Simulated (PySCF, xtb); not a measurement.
H5N2NbO2, SMILES [O]=[Nb]([NH2])([NH2])[OH], multiplicity 1.

GFN2-xTB run with xtb 6.7.1 at its own geometry gives an orbital gap of 3.53 eV and a dipole moment of 5.77 D.

The structure is a stationary point at PBE0-D3(BJ)/def2-SVP. The spin state was assumed, not searched. The structure was generated by enumeration; whether it is a known compound was not checked. The def2 effective core potentials stand for the cores of Nb; spin–orbit coupling is left out. One conformer was computed; it need not be the lowest.

Question: What does PBE/def2-TZVP in PySCF give? (The exact figures need the calculation; the answer reports its results.)

Answer: gap 4.41 eV (levels -5.85 and -1.44 eV), dipole 2.27 D.
